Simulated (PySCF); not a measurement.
Mayer bond orders and bond lengths

C5H9NOSi.
Numbering: `[NH2:1][CH2:2][c:3]1[cH:4][o:5][c:6]([SiH3:7])[cH:8]1` (hydrogens: H9, H10 on N1; H11, H12 on C2; H13 on C4; H14, H15, H16 on Si7; H17 on C8)

Structure used (GFN2-xTB), in Å, numbered top down from 1:
```
atom  x, y, z in Å
N1    -3.0434    0.3937    0.3408
C2    -2.1607   -0.7635    0.4423
C3    -0.7298   -0.4653    0.1084
C4    -0.1736   -0.3514   -1.1348
O5     1.1199   -0.0114   -1.0542
C6     1.4338    0.1082    0.2599
Si7    3.1918    0.5827    0.6957
C8     0.3201   -0.1584    1.0098
H9    -2.7176    1.1330    0.9555
H10   -3.0295    0.7576   -0.6068
H11   -2.5482   -1.5309   -0.2338
H12   -2.2259   -1.1382    1.4670
H13   -0.5878   -0.4973   -2.1137
H14    3.6014   -0.2111    1.8553
H15    3.2501    2.0079    1.0352
H16    4.0304    0.3024   -0.4670
H17    0.2622   -0.1459    2.0799
```

Bond orders from the PBE0/pcSseg-1 density (PySCF). The structure is a single GFN2-xTB conformer in the gas phase; no vibrational or solvent corrections. GFN2-xTB frequencies show an imaginary mode (40i cm⁻¹), so this geometry is no minimum at that level.

(1) How far do the computed orders between heavy atoms stray from the drawn ones?

(2) Set the Mayer orders of the bonds between heavy atoms beside their lengths.

Results:

(1) The largest departure is 0.471, at O5–C6 (drawn aromatic, 1.029), counting aromatic bonds as 1.5. The bonds drawn aromatic range from 1.03 to 1.57.

(2) 
```tsv
bond	drawn as	length (Å)	Mayer order
N1–C2	single	1.459	1.053
C2–C3	single	1.499	1.003
C3–C4	aromatic	1.367	1.566
C4–O5	aromatic	1.340	1.089
O5–C6	aromatic	1.356	1.029
C6–Si7	single	1.872	0.892
C6–C8	aromatic	1.369	1.537
C8–C3	aromatic	1.417	1.269
```

Bonds between the same two heavy elements. C–C: lowest C2–C3 (1.003, 1.499 Å), highest C3–C4 (1.566, 1.367 Å). C–O: lowest O5–C6 (1.029, 1.356 Å), highest C4–O5 (1.089, 1.340 Å).

Problem. And the bonds to hydrogen?

Solution. H–N: 0.96 (2 bonds); C–H: 0.94 to 1.01 (4 bonds); H–Si: 0.94 to 0.95 (3 bonds).

Problem. Sum the orders of all bonds at each heavy atom with more than one neighbour and set the sums beside the valence in the SMILES.

Solution. N1 2.972 (drawn 3), C2 3.947 (drawn 4), C3 3.838 (drawn 4), C4 3.652 (drawn 4), O5 2.118 (drawn 2), C6 3.458 (drawn 4), Si7 3.719 (drawn 4), C8 3.812 (drawn 4). Orders between atoms that aren't bonded are not in these sums.

For a closed shell the Mayer order of atoms A and B is Σ (PS)μν (PS)νμ over the basis functions μ on A and ν on B, with P the density and S the overlap matrix.
